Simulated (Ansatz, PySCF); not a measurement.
BiCl2, SMILES [Cl][Bi+][Cl] (connectivity only; charge and spin as stated), charge +1, multiplicity 1. Atoms are numbered in the order given.

```xyz
3

Bi     0.0000     0.0000     0.3997
Cl     0.0000    -1.8066    -1.1284
Cl     0.0000     1.8066    -1.1284
```
Charge +1, spin multiplicity 1.

Coordinates come from a B3LYP-D3(BJ)/def2-TZVP optimisation. The multiplicity is an assumed one; other spin states were not compared. The isomer is the one that the SMILES or the coordinates give; other isomers of the formula were not compared. The def2 effective core potentials stand for the cores of Bi; spin–orbit coupling is left out.

Two levels are set side by side: PBE-D3(BJ)/def2-TZVP (Ansatz, a quantum-chemistry and plane-wave program) and B3LYP-D3(BJ)/def2-TZVP (Ansatz). Each level has its own optimised geometry; the coordinates shown are those of the second. Frequencies come from the Hessian of PySCF at each geometry. Differences are taken from unrounded values.

```json
[
 {"quantity": "mean bond length (Å)", "B3LYP-D3(BJ)": "2.366"},
 {"quantity": "bond Bi1–Cl2 (Å)", "B3LYP-D3(BJ)": "2.366"},
 {"quantity": "bond Bi1–Cl3 (Å)", "B3LYP-D3(BJ)": "2.366"},
 {"quantity": "highest harmonic wavenumber (cm⁻¹)", "B3LYP-D3(BJ)": "387"},
 {"quantity": "mean harmonic wavenumber (cm⁻¹)", "B3LYP-D3(BJ)": "293"},
 {"quantity": "zero-point energy (kcal/mol)", "B3LYP-D3(BJ)": "1.26"}
]
```

What does PBE-D3(BJ) give, and how far is it from B3LYP-D3(BJ)? (An estimate is asked for; the answer gives what the named calculation found.)


| quantity | PBE-D3(BJ) | PBE-D3(BJ) minus B3LYP-D3(BJ) |
|---|---|---|
| mean bond length (Å) | 2.371 | 0.004 |
| bond Bi1–Cl2 (Å) | 2.371 | 0.004 |
| bond Bi1–Cl3 (Å) | 2.371 | 0.004 |
| highest harmonic wavenumber (cm⁻¹) | 379 | -8 |
| mean harmonic wavenumber (cm⁻¹) | 287 | -6 |
| zero-point energy (kcal/mol) | 1.23 | -0.03 |
